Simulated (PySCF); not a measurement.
C₂H₄F₂OSi, SMILES FC[Si@@H](C=O)F.

Geometry: B3LYP-D3(BJ)/def2-SVP. The structure was generated by enumeration; whether it is a known compound was not checked. Other conformers were not sampled.

Two levels are set side by side: TDA-PBE/def2-SVPD (PySCF) and TDA-PBE0/def2-SVPD (PySCF). Vertical, same geometry. The lowest singlet is HOMO→LUMO 100 % with PBE and HOMO→LUMO 98 % with the other functional; states are paired by order. Differences are taken from unrounded values.

```csv
quantity,TDA-PBE
lowest singlet excitation (eV),3.02
lowest triplet excitation (TDA) (eV),2.28
first bright state (f over 0.05) (eV),6.91
its oscillator strength,0.06
```

### Question
These are the TDA-PBE values. What does TDA-PBE0 give? (Estimate from the structure and the level; the computed values follow.)

### Answer

```tsv
quantity	TDA-PBE0	TDA-PBE minus TDA-PBE0
lowest singlet excitation (eV)	3.17	-0.15
lowest triplet excitation (TDA) (eV)	2.38	-0.11
first bright state (f over 0.05) (eV)	6.81	0.10
its oscillator strength	0.06	0.00
```

Functionals without exact exchange tend to place singlet excitations lower, as here. Differences between two approximate levels are no errors against the true value.

Rough cost on one machine, each run with all the roots and properties that it gave: TDA-PBE0 against TDA-PBE about 2 times.
